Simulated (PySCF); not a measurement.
Isomers of C4H5F3. The calculation used TDDFT PBE0/def2-SVPD, vertical, gas phase, core orbitals frozen in the response in PySCF 2.14.0, density-fitted response routines. Geometries: GFN2-xTB; one conformer of each isolated species. Triplets are in the Tamm–Dancoff approximation.

A. `FC(F)[C@@H]1C[C@@H]1F`
B. `C=C(C)C(F)(F)F`
C. `C[C@]1(F)CC1(F)F`

Lowest singlet levels (six at most, fewer where fewer were computed) with oscillator strengths:

1. 166 nm (f 0.389); 159 nm (f 0.012); 154 nm (f 0.000); 143 nm (f 0.024); 141 nm (f 0.001); 140 nm (f 0.001); T1 4.34 eV
2. 164 nm (f 0.004); 156 nm (f 0.016); 148 nm (f 0.002); 143 nm (f 0.024); 142 nm (f 0.028); 140 nm (f 0.092); T1 7.00 eV
3. 153 nm (f 0.001); 145 nm (f 0.005); 143 nm (f 0.016); 140 nm (f 0.002); 136 nm (f 0.036); 134 nm (f 0.016); T1 7.80 eV

Question: Which spectrum belongs to which structure?

Answer: 1 = B, 2 = C, 3 = A.
- A: S1 at 8.09 eV, HOMO→LUMO (94%); Löwdin shares by element: HOMO carbon 63% or more, fluorine 23% or more; LUMO carbon 33% or more, hydrogen 30% or more (atoms not listed hold the other 37%); HOMO -8.86 and LUMO 0.65 eV.
- B: S1 at 7.46 eV, HOMO→LUMO (96%); Löwdin shares by element: HOMO carbon 81% or more (atoms not listed hold the other 19%); LUMO carbon 67% or more, hydrogen 13% or more (atoms not listed hold the other 20%); HOMO -8.33 and LUMO -0.61 eV; point group Cs, 1 of its 6 listed states under f = 0.0005.
- C: S1 at 7.54 eV, HOMO→LUMO (58%), HOMO→LUMO+1 (40%); Löwdin shares by element: HOMO carbon 42% or more, fluorine 24% or more (atoms not listed hold the other 34%); LUMO carbon 44% or more, hydrogen 11% or more (atoms not listed hold the other 46%); HOMO -8.34 and LUMO 0.59 eV.
B and C have S1 within 0.08 eV of each other; their strongest listed levels stand at 7.46 eV (f 0.389) and 8.86 eV (f 0.092).
